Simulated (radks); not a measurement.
Neutral terbium, 65 electrons, occupied as [Xe] 4f9 6s1 6p1 (not the ground configuration).

Method: scalar-relativistic Kohn-Sham, PBE, spin-polarised, spherical densities, point nucleus; open shells are filled with parallel spins first (spin-orbit coupling, left out, can overturn this in heavy ions); computed with a radial shooting solver on a logarithmic mesh with Libxc functionals.

Energy parts (eV):
| part | energy |
|---|---|
| total | -318618.98 |
| kinetic | 342960.91 |
| electron-nucleus | -778639.03 |
| Hartree | 124026.76 |
| exchange-correlation | -6967.62 |

Orbitals (lengths in bohr, moments of r in powers of bohr):
\begin{tabular}{lrrr}
orbital & occ. & eigenvalue (eV) & <1/r> \\ \hline
1s up & 1 & -51862.95 & 73.12 \\
1s down & 1 & -51862.94 & 73.12 \\
2s up & 1 & -8597.698 & 16.97 \\
2s down & 1 & -8597.655 & 16.97 \\
2p up & 3 & -7639.281 & 15.81 \\
2p down & 3 & -7639.248 & 15.81 \\
3s up & 1 & -1908.258 & 6.236 \\
3s down & 1 & -1906.408 & 6.241 \\
3p up & 3 & -1612.741 & 5.853 \\
3p down & 3 & -1610.898 & 5.858 \\
3d up & 5 & -1227.751 & 5.553 \\
3d down & 5 & -1226.340 & 5.557 \\
4s up & 1 & -380.3522 & 2.628 \\
4s down & 1 & -376.1246 & 2.627 \\
4p up & 3 & -283.0843 & 2.412 \\
4p down & 3 & -278.8897 & 2.411 \\
4d up & 5 & -149.6454 & 2.124 \\
4d down & 5 & -145.4881 & 2.122 \\
5s up & 1 & -49.6229 & 1.003 \\
5s down & 1 & -47.3507 & 0.9893 \\
5p up & 3 & -26.7364 & 0.8364 \\
5p down & 3 & -25.0120 & 0.8218 \\
4f up & 7 & -5.6157 & 1.521 \\
6s up & 1 & -4.8473 & 0.3102 \\
6s down & 0 & -3.6357 & 0.3185 \\
6p up & 1 & -2.0565 & 0.2275 \\
4f down & 2 & -1.9875 & 1.474 \\
\end{tabular}

The highest occupied level is 4f down at -1.988 eV. The configuration is held as typed, so some empty levels lie below it. Summed over all electrons, <r^2> = 91.63 bohr^2, which gives a Langevin (diamagnetic) susceptibility term of -72.6 x 10^-6 cm^3/mol.
